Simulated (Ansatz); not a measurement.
Mulliken charges of `FC#[C][GeH2][SiH3]` from r2SCAN/def2-TZVPP in Ansatz (PBE0-D4/def2-TZVP geometry).

```json
{"atom": "F1", "x (Å)": "1.319", "y (Å)": "-3.701", "z (Å)": "0.535", "charge (e)": "-0.134"}
{"atom": "C2", "x (Å)": "0.765", "y (Å)": "-2.638", "z (Å)": "0.117", "charge (e)": "0.198"}
{"atom": "C3", "x (Å)": "0.235", "y (Å)": "-1.637", "z (Å)": "-0.286", "charge (e)": "-0.243"}
{"atom": "Ge4", "x (Å)": "-0.568", "y (Å)": "-0.016", "z (Å)": "-0.859", "charge (e)": "0.184"}
{"atom": "Si5", "x (Å)": "0.026", "y (Å)": "1.701", "z (Å)": "0.679", "charge (e)": "0.150"}
{"atom": "H6", "x (Å)": "-2.088", "y (Å)": "-0.234", "z (Å)": "-0.913", "charge (e)": "0.002"}
{"atom": "H7", "x (Å)": "-0.059", "y (Å)": "0.288", "z (Å)": "-2.278", "charge (e)": "0.002"}
{"atom": "H8", "x (Å)": "-0.584", "y (Å)": "2.990", "z (Å)": "0.258", "charge (e)": "-0.055"}
{"atom": "H9", "x (Å)": "-0.467", "y (Å)": "1.347", "z (Å)": "2.035", "charge (e)": "-0.051"}
{"atom": "H10", "x (Å)": "1.504", "y (Å)": "1.848", "z (Å)": "0.715", "charge (e)": "-0.051"}
```

Task: By hand: the dipole of these point charges (1 e Å = 4.8032 D).

Result: Σ q r = (-0.208, 0.296, -0.196) e Å, of length 0.411 e Å = 1.97 D.

Task: How does the dipole of the full density compare? (Best estimate.)

Result: The calculation gave: (-0.018, 0.109, 0.015) e Å, 0.54 D; the point charges give 3.65 times that, at 44° from its direction.

Point charges leave out the atoms' own dipoles, such as those of lone pairs, and Mulliken's split depends on the basis, so the two needn't agree.
